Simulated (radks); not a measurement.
Problem. Charge is removed step by step from the 4p down level of Sb2+, starting from [Ar] 3d10 4s2 4p(up 3, down 3) 4d10 5s2 5p1. Code: a radial shooting solver on a logarithmic mesh with Libxc functionals. Model: scalar-relativistic Kohn-Sham, PBE, spin-polarised, spherical densities, finite nucleus; open shells are filled with parallel spins first (spin-orbit coupling, left out, can overturn this in heavy ions); Fermi nuclear charge, rms radius 4.6802 fm. At the starting occupation the eigenvalue is -120.16 eV. Estimate the energy to remove one whole electron from this level, the eigenvalue at the end, and how far E(n) bends from a straight line.

Solution. Delta-SCF 129.60 eV; final eigenvalue -139.39 eV; the deviation from the straight line is -2.403 eV at 0.5 electron removed, the largest on the grid computed. Slater's transition state (half an electron removed) gives 129.62 eV. Integrating minus the eigenvalue over the occupation (Janak's theorem) gives 129.67 eV. In this scalar-relativistic scheme the density is built from large components alone, so the theorem holds only approximately. The mean slope of the eigenvalue, de/dn, is 19.2 eV per electron.
